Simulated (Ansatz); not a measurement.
`[Cl][In]([Cl])[Br]` + H₂S → `[SH][In]([Cl])[Cl]` + HBr at 600 K and 1 bar (ligand exchange at the In–Br bond).

Isolated molecules relaxed with PBE0-D4/def2-TZVP in Ansatz; ΔE leaves out vibrations. CCSD(T)/CBS adds triple-zeta CCSD(T) − MP2 to the extrapolated MP2 energy (def2 sets, frozen cores). This one scheme is used for every species. def2 core potentials past Kr. For Br, In outer-core shells are correlated without core-valence functions, which leaves a few kJ/mol of doubt a bond. Scalar relativity is left out up to krypton. Each species was taken in one conformer, which may not be the lowest.

| species | CCSD(T)/CBS energy (Eh) | H − E (kJ/mol) | S (J/(mol·K)) |
| --- | --- | --- | --- |
| `[Cl][In]([Cl])[Br]` | -3682.84497 | 50.8 | 417.5 |
| H₂S | -398.97279 | 60.8 | 230.9 |
| `[SH][In]([Cl])[Cl]` | -1507.88474 | 78.4 | 431.1 |
| HBr | -2573.91920 | 33.5 | 219.1 |

H − E and S are ideal-gas, rigid-rotor, harmonic terms from PBE0-D4/def2-TZVP, for one conformer and one mirror image of each species. 1 Eh = 2625.50 kJ/mol, R = 8.31446 J/(mol·K).

Task: By hand: ΔE, ΔH, ΔS and ΔG.

Result: ΔE = (-1507.88474) + (-2573.91920) − (-3682.84497) − (-398.97279) = 0.01382 Eh = 36.3 kJ/mol. Δ(H − E) = 78.4 + 33.5 − 50.8 − 60.8 = 0.3, so ΔH = 36.6 kJ/mol. ΔS = 431.1 + 219.1 − 417.5 − 230.9 = 1.8 J/(mol·K). ΔG = 36.6 − 600 × (1.8)/1000 = 35.5 kJ/mol.

Task: By hand: the equilibrium constant, and the temperature at which ΔG would vanish if ΔH and ΔS stayed fixed.

Result: log₁₀ K = −ΔG/(RT ln 10) = -3.1. ΔG = 0 at ΔH/ΔS = 20333 K, far beyond where these terms or the molecules hold.

The number of gas molecules stays the same, so ΔS is small and ΔH decides. A doubt of 5 kJ/mol in ΔE shifts log₁₀ K by 0.4 here. Other conformers and mirror images would add mixing entropy, several J/(mol·K) or more a flexible species. These are equilibria of isolated gas molecules and say nothing of rates. Largest T1 diagnostic: 0.013 (customary marks: 0.02 for closed shells, 0.045 for open ones).
